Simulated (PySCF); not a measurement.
A geometry optimisation on `F[P](F)[SnH3]`.

Method: PBE0-D3(BJ)/def2-SVP geometry optimisation, gas phase, def2 core potentials past Kr (PySCF 2.14.0). Start geometry: GFN2-xTB. The input is one job of a driver script: a line of settings, then coordinates in Å.

Input:
```
{"job": {"xc": "PBE0", "basis": "def2-SVP", "d3": "d3bj", "grid": 1, "maxiter": 30, "shake": 0.01, "kind": "geom"}, "charge": 0, "multiplicity": 1}
F      2.058990    -1.297740     0.120450
P      1.484780    -0.097290    -0.836600
F      2.132990     1.071680     0.048360
Sn    -0.908510     0.050060     0.041000
H     -1.219960     0.100180     1.692960
H     -1.699850     1.404640    -0.595870
H     -1.814480    -1.260630    -0.520230
```

Question: Estimate the output.

Answer: 
```
step   0  E = -756.56728341  max force = 0.014423
step   1  E = -756.57183486  max force = 0.005863
step   2  E = -756.57215189  max force = 0.002069
step   3  E = -756.57225860  max force = 0.001053
step   4  E = -756.57227845  max force = 0.000611
step   5  E = -756.57229167  max force = 0.000337
optimisation converged
```

Energies in Eh; «max force» is the largest Cartesian gradient component in Eh/bohr.

Question: Give the first gradient maximum in eV/Å.

Answer: With 1 Eh/bohr = 51.422 eV/Å, 0.742 eV/Å.

Question: How much energy does the optimisation release, in kJ/mol?

Answer: E(step 0) − E(last step) = 0.005008 Eh, which is 13.1 kJ/mol.

Main results: final energy -756.57229 Eh after 5 steps; dipole 1.68 D.

Question: Where do the atoms end?

Answer: 0.149 Å rms from the input after alignment:
```
atom  x, y, z in Å
F1     1.8881   -1.3224    0.1904
P2     1.4955   -0.0936   -0.7972
F3     2.0171    1.1358    0.1264
Sn4   -0.9521    0.0422   -0.0194
H5    -0.9475    0.0880    1.6902
H6    -1.6716    1.4602   -0.6576
H7    -1.7953   -1.3391   -0.5825
```

Time: 20 s; peak memory 0.37 GiB. Hardware: Arm Neoverse V2, one thread, no GPU, shared host.
Labels such as C1 count atoms from 1, the log's own numbers from 0.
